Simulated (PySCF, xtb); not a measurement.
Be(F)(OMe) (CH₃BeFO), SMILES C[O][Be][F]. The values are those of a single conformer.

Harmonic wavenumbers (cm⁻¹) from xtb 6.7.1 with GFN2-xTB at its own minimum, in rising order: 149, 150, 280, 281, 581, 1141, 1150, 1150, 1410, 1478, 1478, 1610, 2931, 2933, 2949.

### Question
What does PBE-D3(BJ)/def2-TZVP in PySCF give at its own minimum? (An estimate is asked for; the answer gives what the named calculation found.)

### Answer
7, 24, 320, 321, 589, 1150, 1154, 1160, 1434, 1447, 1449, 1619, 2929, 2988, 2990. Paired by order, the mean absolute difference is 38 cm⁻¹ and the zero-point energies are 28.1 and 28.0 kcal/mol.
